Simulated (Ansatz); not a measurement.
Sc₈O₁₂, relaxed as a singlet with RKS PBE-D4/def2-SVP in Ansatz, starting from the GFN1-xTB geometry. Force threshold 0.03 eV/Å.

Single mean-field runs in def2-SVP are fitted with def2-universal-jkfit. The structure holds one bond between oxygen atoms, so isomers without such links may lie far lower. The restricted singlet is unstable towards broken spin symmetry in Hartree–Fock (as tested in another run); at PBE-D4/def2-SVP this wasn't settled. The structure comes from a short search, and lower isomers may exist.

Start:

```xyz
20

Sc   -1.3058   -1.8252   -1.7130
Sc   -0.7757    0.8328    2.1179
Sc    1.5373   -1.0407    2.9690
Sc   -0.4940    2.2373   -0.8338
Sc    0.9333    0.1694   -2.4139
Sc    1.9165    0.8083    0.5727
Sc   -2.8455    0.2177    0.5136
Sc    1.2480   -2.0674   -0.0994
O     2.4911   -0.5127   -1.0493
O    -0.1188   -0.1676   -0.0314
O     1.5635   -2.5312    1.7786
O    -2.3283    1.7949   -1.1129
O     2.6586    0.3863    2.3489
O    -0.4410   -0.9178   -3.2225
O     0.4913    2.3100    1.0523
O    -2.0843    2.9673   -0.2868
O    -2.9496   -1.2891   -0.7987
O    -0.1643   -0.3076    3.5793
O     0.6898    2.0809   -2.3369
O    -0.0221   -3.1457   -1.0337
```

| step | energy (eV) | largest force component (eV/Å) | SCF passes |
| --- | --- | --- | --- |
| 1 | -190087.2707 | 4.872 | 53 |
| 2 | -190089.7216 | 2.077 | 31 |
| 3 | -190090.8435 | 1.102 | 30 |
| 4 | -190091.2828 | 0.613 | 30 |
| 5 | -190091.7336 | 0.486 | 29 |
| 6 | -190092.1539 | 0.615 | 29 |
| 7 | -190092.5272 | 0.454 | 30 |
| 8 | -190092.7430 | 0.483 | 30 |
| 9 | -190092.9025 | 0.329 | 30 |
| 10 | -190092.9867 | 0.359 | 31 |
| 11 | -190093.0182 | 0.196 | 25 |
| 14 (rejected) | -190093.0426 | 0.354 | 30 |
| 17 | -190093.0799 | 0.274 | 31 |
| 20 | -190093.4455 | 0.384 | 32 |
| 23 (rejected) | -190093.5250 | 0.361 | 31 |
| 26 | -190093.5767 | 0.250 | 31 |
| 29 | -190093.6296 | 0.627 | 31 |
| 32 | -190094.2691 | 0.443 | 34 |
| 35 | -190094.5040 | 0.379 | 32 |
| 38 | -190094.5429 | 0.065 | 26 |
| 41 | -190094.5469 | 0.047 | 25 |
| 44 | -190094.5512 | 0.107 | 27 |
| 46 | -190094.5523 | 0.023 | 27 |

Force components are those of the run's own axes.

End:

Cartesian coordinates in Å:
```
Sc -1.012 -1.794 -0.612
Sc -1.048 0.276 1.720
Sc 1.505 -1.091 2.603
Sc -0.568 2.732 -0.639
Sc 0.592 0.355 -2.410
Sc 1.609 0.839 0.257
Sc -2.475 0.635 -1.335
Sc 1.798 -2.332 -0.106
O 1.888 -0.583 -1.327
O 0.367 -0.893 0.722
O 2.182 -2.669 1.708
O -2.242 2.625 -1.936
O 2.561 0.311 1.790
O -1.177 -0.648 -2.266
O -0.006 1.874 1.055
O -2.655 2.517 -0.493
O -2.351 -0.542 0.311
O -0.265 -0.460 3.250
O 1.057 2.054 -1.534
O 0.239 -3.207 -0.759
```

Bonds lost: Sc4–O10, Sc5–O10 (atoms count from 1). Bonds formed: Sc2–O17, Sc3–O10, Sc6–O19, Sc7–O14 (atoms count from 1). Metal–metal contacts that move far: Sc1–Sc2 4.69 to 3.12 Å, Sc5–Sc7 4.78 to 3.26 Å, Sc1–Sc6 4.75 to 3.81 Å.

No frequencies were taken in this run, so the end may be a saddle point.

Run time 3.1 min (2 threads of AMD EPYC 7R13 on a shared host and a share (18 GiB) of an NVIDIA H100 80GB HBM3), peak host memory 1 GiB.
